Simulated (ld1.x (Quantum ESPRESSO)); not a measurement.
## Ranking TM potentials for sulfur (S)

All share these settings but for the change named:

sulfur, norm-conserving Troullier–Martins (Kleinman–Bylander form), made with ld1.x (Quantum ESPRESSO) 7.5 (PBEsol, non-relativistic). Core [Ne], reference 3s2 3p2 (charge +2). Waves: 3s (bound): rc 1.05 bohr; 3p (bound): rc 1.60 bohr; 3d channel at 0.45 Ry: rc 1.65 bohr. Local part: all-electron potential smoothed inside 1.60 bohr (lloc = -1). Core correction: a·sin(br)/r model core, default radius (core density twice the valence density).

Cutoff: the first of the cutoffs (Ry, on a coarse ladder) from which the occupation-weighted sum of valence levels, in a spherical-Bessel basis at the reference potential, stays within 10 and 1 mRy of its value at 400 Ry; the density cutoff is not measured.

The base gives 100 Ry.

Of 7 variants that were run, those that failed, showed a ghost or another fault, or gave nearly equal values are left out.

A variant can come out equal or close to the base.

Problem. Rank these variants from softest to hardest (loose cutoff).
A. wave 3s (bound): rc 1.05 bohr becomes 3s (bound): rc 1.60 bohr
B. reference 3s2 3p4
C. local potential the s channel

Solution. A (35 Ry), B (80 Ry), C (100 Ry).
